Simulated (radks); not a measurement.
Values are calculated unless marked as measured or tabulated.
Q: Ionisation of Br, [Ar] 3d10 4s2 4p5, to Br+, [Ar] 3d10 4s2 4p4, under several functionals. Dirac Kohn-Sham, spin-unpolarised, spherical densities, finite nucleus; open shells fill j = l - 1/2 first; a radial shooting solver on a logarithmic mesh with Libxc functionals. The NIST Atomic Spectra Database gives 11.814 eV (measured). Rank these functionals by the error of their Delta-SCF ionisation energy: OLYP; LDA (Slater exchange, Perdew-Wang correlation); SOGGA; Wu-Cohen GGA; LDA (Slater exchange, Perdew-Zunger correlation).

A: From best to worst: SOGGA 12.258 eV (+0.444); OLYP 12.265 eV (+0.451); Wu-Cohen GGA 12.350 eV (+0.536); LDA (Slater exchange, Perdew-Wang correlation) 12.491 eV (+0.677); LDA (Slater exchange, Perdew-Zunger correlation) 12.495 eV (+0.681). Spin polarisation and multiplet splitting are left out, so open shells lie too high by an amount that depends on their filling.

Beside tabulated values, note that spin-unpolarised runs miss the spin-polarisation part of the exchange energy of open shells.
